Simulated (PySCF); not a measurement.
## Frontier levels across methods

Species: C2H7FOSi2.
Geometry (PBE0-D3(BJ)/def2-SVP, Å), atoms numbered from 1 in this order:
```xyz
13
C2H7FOSi2 angstrom
O     -1.8604   -0.8195   -0.8658
Si    -1.1259    0.4349   -0.0515
C      0.4018    1.0592   -0.9665
Si     1.4157   -0.2665   -0.0494
C     -0.0066   -0.4207    1.2450
F     -0.4220   -1.6919    1.6175
H     -1.8277   -1.6453   -0.3674
H     -2.1315    1.4513    0.3789
H      0.3796    0.9976   -2.0641
H      0.6831    2.0852   -0.6766
H      2.7532    0.1514    0.4719
H      1.5444   -1.5257   -0.8390
H      0.2030    0.1773    2.1511
```

Basis pcSseg-1 throughout (PySCF), one geometry. Isolated species at its PBE0-D3(BJ)/def2-SVP geometry (one conformer only).

Task: How do the orbital energies, the gap and the dipole change with the method?

Result: 
| method | kind | HOMO (eV) | LUMO (eV) | gap (eV) | μ (D) | SCF cycles |
| --- | --- | --- | --- | --- | --- | --- |
| BLYP | GGA | -6.12 | -0.85 | 5.27 | 1.54 | 15 |
| OPBE | GGA | -6.22 | -0.89 | 5.33 | 1.52 | 16 |
| PBE | GGA | -6.24 | -1.02 | 5.22 | 1.53 | 15 |
| B97-D | GGA | -6.26 | -0.86 | 5.40 | 1.59 | 15 |
| KT2 | GGA | -6.34 | -1.19 | 5.15 | 1.55 | 16 |
| KT3 | GGA | -6.36 | -1.06 | 5.30 | 1.54 | 16 |
| BP86 | GGA | -6.36 | -1.09 | 5.27 | 1.55 | 14 |
| LDA | LDA | -6.38 | -1.27 | 5.11 | 1.61 | 15 |
| B97-2 | global hybrid | -7.36 | -0.10 | 7.26 | 1.75 | 12 |
| B3LYP | global hybrid | -7.38 | -0.29 | 7.09 | 1.72 | 13 |
| PBE0 | global hybrid | -7.60 | -0.11 | 7.50 | 1.75 | 12 |
| mPW1PW91 | global hybrid | -7.64 | -0.10 | 7.54 | 1.77 | 12 |
| BHandHLYP | global hybrid | -8.86 | 0.89 | 9.75 | 1.93 | 12 |
| CAM-B3LYP | range-separated hybrid | -8.94 | 1.00 | 9.94 | 1.80 | 12 |
| wB97X-D | range-separated hybrid | -9.46 | 1.71 | 11.17 | 1.82 | 13 |
| LC-wPBE | range-separated hybrid | -10.25 | 2.17 | 12.42 | 1.84 | 14 |
| HF | Hartree–Fock | -10.78 | 3.24 | 14.02 | 2.14 | 10 |

The HOMO spans 4.67 eV, from BLYP down to HF, and the gap runs from 5.11 eV (LDA) to 14.02 eV (HF). Over the methods BLYP (0 %), OPBE (0 %), PBE (0 %), B97-D (0 %), KT2 (0 %), KT3 (0 %), BP86 (0 %), LDA (0 %), B97-2 (21 %), B3LYP (20 %), PBE0 (25 %), mPW1PW91 (25 %), BHandHLYP (50 %), HF (100 %), a straight line through the gap against the share of exact exchange rises by 0.88 eV for each 10 % (correlation coefficient 0.999). The dipole ranges from 1.52 D (OPBE) to 2.14 D (HF). This basis has no diffuse functions.
